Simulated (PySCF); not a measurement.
Atom-mapped SMILES (the numbers label the heavy atoms): `[CH3:1][C:2]([CH3:3])([CH3:4])[CH:5]([F:6])[F:7]`. Each H is labelled by its parent atom.

Rapidly exchanging positions averaged, isolated molecule, no relativistic terms, one computed conformer. σ from GIAO-PBE0/pcSseg-1; geometry: GFN2-xTB; PySCF.

**Question.** Predict the 2D correlation tables (HSQC, COSY, HMBC).

**Answer.** 

HSQC (one-bond C–H):
```tsv
δH	δC
5.80 (H(C5))	127.4 (C5)
1.03 (H(C1)/H(C3)/H(C4))	24.3 (C1/C3/C4)
```

HMBC (two and three bonds, from the bond graph):
```tsv
δH	δC
5.80 (H(C5))	38.6 (C2), 24.3 (C1/C3/C4)
1.03 (H(C1)/H(C3)/H(C4))	127.4 (C5), 38.6 (C2), 24.3 (C1/C3/C4)
```

No COSY cross peaks are expected.

Chemical shifts δ = σref − σ; TMS for 1H (31.72 ppm) and 13C (186.93 ppm), all at this level.

Short H···H contacts in this conformer between protons four or more bonds apart (candidates for NOE cross peaks, intensity ∝ r⁻⁶): H(C4)···H(C5) 2.55 Å.

Shifts are as computed. Against solution values, carbons near 30 ppm lie about +3 ppm off and those near 130 ppm about +5 ppm. Of 1211 compounds with measured shifts, 218 miss one by over three times the rms of a fit or turn the order of signals round; such compounds aren't used in these exercises.
